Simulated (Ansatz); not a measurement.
Species: sum formula AlN2OH5 (charge 0, singlet). SMILES: [NH2][Al]([NH2])[OH]
Structure (B3LYP-D3(BJ)/def2-TZVP (Ansatz, a quantum-chemistry and plane-wave program) minimum search):
```xyz
9

N     -0.9940    -1.4094    -0.3338
Al    -0.0093     0.0189    -0.0026
N      1.6762    -0.1286     0.5227
O     -0.7643     1.5293    -0.2147
H     -0.6904    -2.3656    -0.2541
H     -1.9545    -1.3686    -0.6339
H      2.1619    -1.0003     0.6607
H      2.2899     0.6430     0.7272
H     -0.3467     2.3773    -0.0703
```

Wanted: vertical ionisation energy (to the doublet state of charge +1; each state is the SCF solution reached for its spin), in eV. Cores are frozen in the correlated levels unless marked. UHF or UKS for open shells. No spin-orbit coupling. No relativistic terms. CBS(X,Y): correlation extrapolated as X^-3; Hartree-Fock from the larger set. The bracket is a focal-point correction in the basis named.

| level | program | vertical ionisation energy (eV) |
|---|---|---|
| SVWN5/def2-TZVPD | Ansatz | 9.04 |
| PBE/def2-TZVPD | Ansatz | 8.79 |

Problem. Estimate the value at RI-MP2/CBS(aug-cc-pV(T+d)Z,aug-cc-pV(Q+d)Z)+[CCSD(T)-MP2]/aug-cc-pV(T+d)Z as computed with Ansatz.

Solution. 9.73 eV
